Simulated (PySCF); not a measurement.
## Electron affinity of I by level of theory

I- [Xe] (1S) → I [Kr] 4d10 5s2 5p5 (2P), as a difference of total energies. Computed with PySCF 2.14 in dyall-av2z, with the non-relativistic Hamiltonian (point nucleus). Correlated levels: valence: [Kr] 4d10 frozen; virtual orbitals above 40 to 60 times the deepest correlated orbital energy dropped. The calculations carry no spin-orbit coupling.

```tsv
method	electron affinity (eV)	difference from reference (eV)
UHF	2.500	-0.559
MP2 (valence)	3.229	+0.170
SCS-MP2 (valence)	3.164	+0.105
CCSD (valence)	3.129	+0.070
CCSD(T) (valence)	3.164	+0.105
```

Reference: 3.059 eV (measured; photodetachment measurements, as compiled on the Wikipedia data page of electron affinities).

These non-relativistic numbers lack the scalar-relativistic shift.

The reference lies between the lowest fine-structure levels, while these numbers refer to the centres of the terms.
